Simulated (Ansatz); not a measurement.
Molecule: thionyl fluoride, sum formula SOF₂ (charge 0, singlet). 
Structure (B3LYP-D3(BJ)/def2-TZVP (Ansatz, a program for electronic structure) minimum search):
SMILES: FS(F)=O
```xyz
4

O      1.3619    -0.1486    -0.3569
S      0.1670    -0.0077     0.4048
F     -0.6344     1.2320    -0.2285
F     -0.8731    -1.0862    -0.1739
```
Charge 0, spin multiplicity 1.

CCSD(T) with Ansatz in growing basis sets, 26 correlated electrons. Correlated levels leave the core frozen unless marked. UHF or UKS for open shells. No spin-orbit coupling. No relativistic terms. Costs are ratios of core time to the smallest set, on shared machines of one kind, and rough; they hold the program's checks for lower states.

| basis | functions | cost over smallest | E(corr) (Eh) | electronic atomisation energy (kcal/mol) |
|---|---|---|---|---|
| aug-cc-pV(D+d)Z | 101 | 1× | -0.8004 | 265.9 |
| aug-cc-pV(T+d)Z | 193 | 7× | ? | ? |

Problem. What does the step to aug-cc-pV(T+d)Z buy, and how does its cost grow by formal scaling?

Solution. Formally CCSD grows as o²v⁴ and (T) as o³v⁴; with o = 13 and v going from 80 to 172 both grow 21-fold in the last step, while integrals and the mean field grow more slowly. That step adds 190.9 mEh of correlation energy and 29.2 kcal/mol to the atomisation energy. Row: E(corr) (Eh) -0.9913, electronic atomisation energy (kcal/mol) 295.1.
